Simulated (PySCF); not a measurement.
Correlation energy of Xe²⁺ (xenon, charge +2)

[Kr] 4d10 5s2 5p4, high-spin 3P determinant. Computed with PySCF 2.14 in x2c-SVPall (6s5p3d, 36 functions), with the spin-free X2C one-electron Hamiltonian (Gaussian nucleus). Frozen: [Kr] 4d10; 6 electrons correlated.

MP2 pair energies summed by pair of shells (mhartree):

```json
{"pair": "5p-5p", "energy": "-24.81", "share (%)": "49.8"}
{"pair": "5s-5p", "energy": "-21.79", "share (%)": "43.7"}
{"pair": "5s-5s", "energy": "-3.25", "share (%)": "6.5"}
```

Total MP2 correlation energy: -49.85 mhartree.

Same-spin part -12.37 and opposite-spin part -37.48 mhartree; SCS-MP2 scales them by 1/3 and 6/5 to -49.10 mhartree.

| level | correlation energy (mhartree) |
| --- | --- |
| CCSD | -61.31 |
| (T) | -0.60 |
| CCSD(T) | -61.91 |

Diagnostics: T1 = 0.0064, D1 = 0.0162, largest double amplitude 0.046.

Cost of the coupled-cluster step: 0.09 s of wall time on 1 thread of Neoverse-V2 (shared host), for 6 correlated electrons.

Iterations:

```
CC2 = 0
CCSD nocc = (np.int64(4), np.int64(2)), nmo = (13, 13)
frozen orbitals [[0, 1, 2, 3, 4, 5, 6, 7, 8, 9, 10, 11, 12, 13, 14, 15, 16, 17, 18, 19, 20, 21, 22], [0, 1, 2, 3, 4, 5, 6, 7, 8, 9, 10, 11, 12, 13, 14, 15, 16, 17, 18, 19, 20, 21, 22]]
max_cycle = 100
direct = 0
conv_tol = 1e-08
conv_tol_normt = 1e-06
diis_space = 8
diis_start_cycle = 0
Init t2, MP2 energy = -0.0498463318304588
Init E_corr(UCCSD) = -0.0498463318322692
cycle = 1  E_corr(UCCSD) = -0.0585954406812497  dE = -0.00874910885  norm(t1,t2) = 0.0332148
cycle = 2  E_corr(UCCSD) = -0.0605408457638529  dE = -0.00194540508  norm(t1,t2) = 0.00983134
cycle = 3  E_corr(UCCSD) = -0.0613202695042985  dE = -0.00077942374  norm(t1,t2) = 0.00343216
cycle = 4  E_corr(UCCSD) = -0.0613119159815938  dE = 8.3535227e-06  norm(t1,t2) = 0.000387907
cycle = 5  E_corr(UCCSD) = -0.0613146359795603  dE = -2.71999797e-06  norm(t1,t2) = 5.67118e-05
cycle = 6  E_corr(UCCSD) = -0.0613142185650679  dE = 4.17414492e-07  norm(t1,t2) = 9.4589e-06
cycle = 7  E_corr(UCCSD) = -0.0613143146143891  dE = -9.60493212e-08  norm(t1,t2) = 1.46552e-06
cycle = 8  E_corr(UCCSD) = -0.0613142876809193  dE = 2.69334698e-08  norm(t1,t2) = 2.3446e-07
cycle = 9  E_corr(UCCSD) = -0.061314290614761  dE = -2.93384171e-09  norm(t1,t2) = 3.54787e-08
UCCSD converged
E(UCCSD) = -7441.556353156466  E_corr = -0.06131429061476102
UCCSD(T) correction = -0.000600786101357802
```
